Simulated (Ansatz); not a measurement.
n-GeGeSiH8 (SiGe₂H₈). The state is a singlet with charge 0. Geometry PBE0-D4/def2-SVP.

```xyz
11

Ge   -1.1693    0.7073    1.4725
Ge    0.2219   -0.9178    0.3311
Si    1.0121   -0.0285   -1.7327
H    -2.4344    0.9908    0.6408
H    -0.3960    2.0278    1.6508
H    -1.5946    0.1934    2.8605
H     1.4192   -1.2897    1.2301
H    -0.5921   -2.2026    0.0742
H     1.8742   -1.0162   -2.4514
H     1.8085    1.2096   -1.4699
H    -0.1496    0.3258   -2.6060
```

(1) Estimate the orbital energies around the gap (eV) in Ansatz with HF/STO-3G, PBE-D4/def2-TZVP, revPBE-D4/def2-TZVP, B97M-V/def2-TZVP, PBE0-D4/def2-TZVP.

Answers

(1) 
```csv
orbital,HF/STO-3G,PBE-D4/def2-TZVP,revPBE-D4/def2-TZVP,B97M-V/def2-TZVP,PBE0-D4/def2-TZVP
HOMO−5,-11.52,-8.72,-8.69,-9.14,-10.06
HOMO−4,-11.18,-8.43,-8.41,-8.86,-9.74
HOMO−3,-11.15,-8.42,-8.40,-8.85,-9.73
HOMO−2,-10.47,-8.01,-7.99,-8.46,-9.28
HOMO−1,-9.21,-7.40,-7.37,-7.83,-8.55
HOMO,-8.10,-6.84,-6.80,-7.22,-7.87
LUMO,10.11,-0.91,-0.82,-0.81,-0.10
LUMO+1,11.15,-0.57,-0.47,-0.49,0.24
LUMO+2,11.79,-0.44,-0.38,-0.42,0.38
LUMO+3,12.82,-0.28,-0.19,-0.18,0.52
LUMO+4,14.27,0.13,0.22,0.22,0.94
LUMO+5,14.30,0.30,0.39,0.35,1.15
```
